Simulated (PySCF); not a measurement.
The third ionisation energy along the third row

All values are computed (PySCF 2.14, energy differences of UHF-based or UKS calculations, no spin-orbit coupling). Values in eV. The last column holds reference values (NIST; (s) semi-empirical, (t) theoretical, else measured). Unmarked ones compare directly (S terms, centres of terms, or small fine structure); those marked * lie between the lowest fine-structure levels and include a spin-orbit shift.

| element | configurations | UHF | MP2 (valence) | SCS-MP2 (valence) | CCSD (valence) | CCSD(T) (valence) | reference |
| --- | --- | --- | --- | --- | --- | --- | --- |
| Mg (pcseg-2, non-relativistic) | [Ne] → [He] 2s2 2p5 | 80.169 | 80.268 | 80.266 | 80.269 | 80.271 | 80.144 * |
| Al (pcseg-2, non-relativistic) | [Ne] 3s1 → [Ne] | 28.020 | n/a | n/a | n/a | n/a | 28.448 |
| P (pcseg-2, non-relativistic) | [Ne] 3s2 3p1 → [Ne] 3s2 | 29.547 | 29.823 | 29.814 | 29.937 | 29.963 | 30.203 * |
| S (pcseg-2, non-relativistic) | [Ne] 3s2 3p2 → [Ne] 3s2 3p1 | 34.134 | 34.592 | 34.502 | 34.631 | 34.660 | 34.86 ± 0.04 (s) * |
| Ar (pcseg-2, non-relativistic) | [Ne] 3s2 3p4 → [Ne] 3s2 3p3 | 39.390 | 40.155 | 40.227 | 40.261 | 40.285 | 40.735 ± 0.012 (s) * |

Task: Fill in the row of Si (pcseg-2, non-relativistic) ([Ne] 3s2 → [Ne] 3s1).

Result: UHF 31.936; MP2 (valence) 32.788; SCS-MP2 (valence) 32.958; CCSD (valence) 33.140; CCSD(T) (valence) 33.140; reference 33.493 (eV).

"Valence" correlates the outer s and p shells and, in groups 3 to 12 and the f block, the outer d or f shell, open or full, or the next shell where the ion has no valence electron left; the wider scheme adds the next inner shell.
